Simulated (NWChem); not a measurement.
# Atomisation of 1,1-difluoroethane (C$_{2}$H$_{4}$F$_{2}$)

```xyz
8

C     -0.2798     1.3382     0.0000
C     -0.3190    -0.1616     0.0000
F      0.3185    -0.6456    -1.0922
F      0.3185    -0.6456     1.0922
H      0.7679     1.6712     0.0000
H     -0.7817     1.7315    -0.8945
H     -0.7817     1.7315     0.8945
H     -1.3451    -0.5725     0.0000
```
Charge 0, spin multiplicity 1.

All runs are NWChem calculations. All single points use one geometry, from PBE0/def2-SVP, a minimum by its harmonic frequencies.

Basis set: def2-TZVP. The atomisation energy is electronic alone: no zero-point, thermal, spin-orbit or counterpoise terms. No value is extrapolated to the basis-set limit. Free atoms are single determinants with multiplicities C 3, F 2, H 2. Correlated methods freeze the same cores in atoms and molecule, 4 orbitals in all.

| method | atomisation energy (kcal/mol) | relative cost |
|---|---|---|
| B3LYP | 732.6 | under 3 |
| LDA (SVWN5) | 858.6 | 1 |
| HF | 539.4 | under 3 |
| BP86 | 759.5 | under 3 |
| PBE0 | 738.6 | under 3 |
| PBE | 755.6 | under 3 |
| LC-wPBE (omega 0.3 per bohr) | 748.3 | 10 |
| MP2 | 729.3 | under 3 |
| TPSS | 741.9 | under 3 |

The values span 319.1 kcal/mol, from HF (lowest) to LDA (SVWN5) (highest). The cost column gives rough processor time relative to LDA (SVWN5); each entry includes its own SCF. Costs are the molecule's.

B3LYP has NWChem's definition, with VWN1-RPA local correlation. GW and range-separated runs recompute their integrals, the others keep them in memory, which bears on the times. No SCF solution was tested for a lower state. Open-shell Hartree-Fock references start from PBE0 orbitals; any time given for them includes that run.
